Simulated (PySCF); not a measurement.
OSn, charge +1, multiplicity 2. Atoms are numbered in the order given.

```xyz
2

Sn     0.0000     0.0000    -0.2720
O      0.0000     0.0000     1.6997
```
Charge +1, spin multiplicity 2.

Coordinates come from a PBE0-D3(BJ)/def2-TZVP optimisation. The spin state was assumed, not searched. The def2 effective core potentials stand for the cores of Sn; spin–orbit coupling is left out.

Calculation: PBE0-D3(BJ)/def2-TZVP run with PySCF.

Frequencies are harmonic and unscaled.

```csv
mode,ν (cm⁻¹),IR (km/mol),moving atoms (share of kinetic energy)
1,648,56.0,"O 88 %, Sn 12 %"
```
